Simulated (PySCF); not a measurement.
Simulated outer-valence photoelectron spectrum of `C[NH][GeH2][Cl]`. Level of theory: EOM-IP-CCSD/aug-cc-pVDZ in PySCF, restricted Hartree–Fock reference, frozen core, non-relativistic, gas phase, PBE0-D3(BJ)/def2-SVP geometry.

Each root has a Gaussian of 0.4 eV full width with its one-hole share as area; cross sections and vibrations are left out, and the highest printed point is 100.

```
ionisation energy (eV)  intensity
                   8.8          2
                   9.0         19
                   9.2         50
                   9.4         33
                   9.6          5
                   9.8          0
                  10.0          0
                  10.2          0
                  10.4          0
                  10.6          2
                  10.8         23
                  11.0         73
                  11.2         82
                  11.4         34
                  11.6          4
                  11.8          0
                  12.0          0
                  12.2          1
                  12.4         13
                  12.6         54
                  12.8         89
                  13.0        100
                  13.2         59
                  13.4         12
                  13.6          1
                  13.8          0
                  14.0          1
                  14.2         12
                  14.4         45
                  14.6         42
                  14.8         23
                  15.0         47
                  15.2         40
                  15.4          9
                  15.6          0
```

Question: Where are the maxima, and how many lines lie under the curve?

Answer: 5 maxima, at 9.2, 11.1, 13.0, 14.5 and 15.1 eV, from 8 lines. At this width some lines have no maximum of their own.

Question: List the lines with their holes.

Answer: 
```csv
E (eV),leading hole (HF orbital),area,Koopmans (eV)
9.24,HOMO,0.95,10.53
11.03,HOMO-1,0.95,11.88
11.22,HOMO-2,0.95,12.14
12.68,HOMO-3,0.95,13.57
12.94,HOMO-4,0.95,13.83
13.10,HOMO-5,0.94,13.93
14.49,HOMO-6,0.95,15.62
15.08,HOMO-7,0.95,16.28
```

The widest gap, 1.79 eV, lies between 9.24 and 11.03 eV. Only orbitals with −ε under 21 eV, eight at most, were ionised, so the high end of the curve may lack lines.

The values belong to the conformer `[CH3:1][NH:2][GeH2:3][Cl:4]`: C1–N2–Ge3–Cl4 -67°.
